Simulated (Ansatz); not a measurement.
Ansatz (a first-principles code) input:
A basis named .json is the Basis Set Exchange file of that set.

Ansatz 0.2 input:
```yaml
crystal:
  periodic: [false, false, false]
  atoms:
    - {symbol: C, position_ang: [1.57976816, -1.13509199, 0.27440543]}
    - {symbol: Si, position_ang: [0.18936376, 0.09154663, 0.56917434]}
    - {symbol: C, position_ang: [-1.36578974, -0.75507115, 1.19326675]}
    - {symbol: Cl, position_ang: [-0.26291637, 1.00146768, -1.25700577]}
    - {symbol: H, position_ang: [1.25893470, -1.89451382, -0.44471600]}
    - {symbol: H, position_ang: [2.46616392, -0.63969915, -0.12161698]}
    - {symbol: H, position_ang: [1.84833462, -1.63316853, 1.20840902]}
    - {symbol: H, position_ang: [-2.17788252, -0.04054800, 1.32708469]}
    - {symbol: H, position_ang: [-1.68926578, -1.51415206, 0.47496967]}
    - {symbol: H, position_ang: [-1.17166975, -1.24354299, 2.15049378]}
basis:
  gaussian:
    orbitals: aug-cc-pV_Q+d_Z.json
    fitting: {mean_field: def2-universal-jkfit, correlation: aug-cc-pVQZ-RIFIT.json}
total_charge: 1
magnetization: {spin_polarized: false}
correlation: {method: mp2, electrons: outside_noble_gas}
```

### Question
What final total energy does it print?

### Answer
-828.19118 Eh (RI-MP2/aug-cc-pV(Q+d)Z). The basis has 614 functions. The run takes roughly 30 core-seconds.

This state (charge 1, singlet) is run at the relaxed geometry of the species with charge 0 and multiplicity 2.
